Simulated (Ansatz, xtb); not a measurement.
# C2H9BO2: which of two isomers lies lower

Structure I is `C[BH2-][OH+]CO`, a singlet and structure II is `OCC[BH2-][OH2+]`, a singlet. Both are isolated molecules in the gas phase, relaxed with PBE0-D4/def2-SVP; the shapes shown needn't be the lowest conformers.

I (Å):

```xyz
14

C     0.1251   -1.5430    0.5181
C     0.6794    2.1494   -0.6720
B     0.4686   -0.4809   -0.6248
O     0.2666    1.0110    0.1008
O     0.3919    3.3088   -0.0108
H    -0.9126   -1.4748    0.8860
H     0.8001   -1.4974    1.3931
H     0.2465   -2.5566    0.1003
H    -0.3243   -0.4113   -1.5544
H     1.6432   -0.4570   -0.9875
H     0.7289    1.0133    0.9525
H     0.1543    2.0150   -1.6306
H     1.7666    2.1006   -0.8328
H    -0.5611    3.4572   -0.0302
```

II (Å):

```xyz
14

C     0.9315   -0.7782   -0.7991
C     0.5071    0.3876    0.0667
B     0.4963    0.0405    1.6481
O     0.0416   -1.8810   -0.5348
O    -0.5915   -1.1834    1.8188
H     0.4103   -2.6938   -0.8954
H     1.9649   -1.0754   -0.5451
H     0.8934   -0.5530   -1.8811
H     1.2226    1.2125   -0.0934
H    -0.4680    0.7690   -0.2933
H     0.0699    0.9309    2.3697
H     1.5426   -0.4584    2.0420
H    -1.4765   -0.8018    1.7686
H    -0.4569   -1.6863    0.9599
```

Energies in hartree; the thermal terms are from GFN2-xTB frequencies at re-optimised GFN2-xTB minima (ideal gas, soft modes damped towards free rotors, one conformer each, 298.15 K, 1 atm) and include the zero-point energy:

```
                              I           II
E, CCSD(T)/def2-SVP  −256.016270  −256.034306
    E, MP2/def2-SVP  −255.938555  −255.958744
  E, MP2/def2-TZVPP  −256.434841  −256.453584
  zero-point energy     0.114737     0.115966
       H(298 K) − E     0.123249     0.123535
       G(298 K) − E     0.083642     0.086659
```

Problem. Correct the CCSD(T) difference for the basis set by the MP2 change, then work out ΔE, ΔE₀, ΔH and ΔG for I → II in kJ/mol (1 Eh = 2625.50 kJ/mol) and the equilibrium ratio [II]/[I].

Solution. 1. Differences II − I: CCSD(T) −0.018036, MP2 in the small set −0.020189, MP2 in the large set −0.018743 Eh.
2. ΔE = −0.018036 + (−0.018743 − (−0.020189)) = −0.016590 Eh = −43.56 kJ/mol.
3. ΔE₀ = ΔE + ΔZPE = −0.016590 + (+0.001229) Eh = −40.33 kJ/mol.
4. ΔH = ΔE + (+0.000286) Eh = −42.81 kJ/mol.
5. ΔG = ΔE + (+0.003017) Eh = −35.64 kJ/mol, so ΔS = (ΔH − ΔG)/T = −24.0 J/(mol K).
6. kT = 0.9442 mEh, so K = [II]/[I] = exp(−ΔG/kT) = exp(+14.38) ≈ 1.8 × 10^6.

Structure II is favoured at this temperature. An error of 4 kJ/mol in ΔG would change K by a factor of 5. Mirror images and further conformers aren't counted.

As drawn, II has 1 C–C, 1 O–H in place of 1 C–O, 1 C–H.

Other levels gave ΔE = −25.4 (GFN2-xTB); −30.7 (HF/STO-3G, GFN2-xTB geometries); −45.9 (r2SCAN-D4/def2-SVP, GFN2-xTB geometries); −50.8 (PBE0-D4/def2-SVP); −23.8 (HF/def2-SVP); −53.0 (MP2/def2-SVP); −47.4 (CCSD(T)/def2-SVP) kJ/mol. The correlated steps freeze 5 core orbitals. Programs: Ansatz 0.2.0, xtb 6.7.1.
